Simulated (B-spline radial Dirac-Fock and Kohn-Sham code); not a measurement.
The computed values come from a radial B-spline solver: the Dirac equation of a negative muon with reduced mass in the field of a spherical finite nucleus, with the Uehling potential to all orders; nuclear polarisation, deformation, hyperfine structure, self-energy, higher-order vacuum polarisation, relativistic recoil and electron screening are left out. The nuclear charge is a Fermi distribution (skin thickness 2.3 fm).

Q: A muonic atom of atomic mass 90.91 u emits these computed lines: 2p3/2 → 1s1/2 2635 keV, 3d5/2 → 2p3/2 662.4 keV, 4f7/2 → 3d5/2 231.5 keV, 5g9/2 → 4f7/2 106.8 keV. Which element is it, and what rms charge radius was used?

A: Niobium (Z = 41, nuclide ⁹¹Nb); the high transitions hardly feel the nucleus and fix Z. The 2p → 1s line lies 1011 keV below the value for a point nucleus without QED, which for this nuclear model gives a radius near 4.29 fm (4.2878 fm was used).
